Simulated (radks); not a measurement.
Q: Coherent X-ray form factor from a spherical all-electron density. Method: scalar-relativistic Kohn-Sham, BLYP, spin-polarised, spherical densities, finite nucleus; Fermi nuclear charge, rms radius of each element as measured or else 0.836 A^(1/3) + 0.57 fm; computed with a radial shooting solver on a logarithmic mesh with Libxc functionals.

sin(theta)/lambda (1/angstrom),f0 (electrons)
0.05,39.923
0.1,39.694
0.15,39.317
0.2,38.799
0.25,38.152
0.3,37.388
0.4,35.565
0.5,33.458
0.6,31.201
0.8,26.706
1,22.778
1.25,19.025
1.5,16.353
2,12.567

The species is in the configuration that NIST lists as its ground one. Which atom or ion scatters so?

A: The erbium ion Er28+, [Kr] 4d4. Extrapolating in s^2 from the first two rows gives f0(0) = 40.0, near the electron count 40; among species with that count, the fall with angle is slower the higher Z, and the table is that of Z = 68; from so few rows the species is fixed only to a neighbour or two.
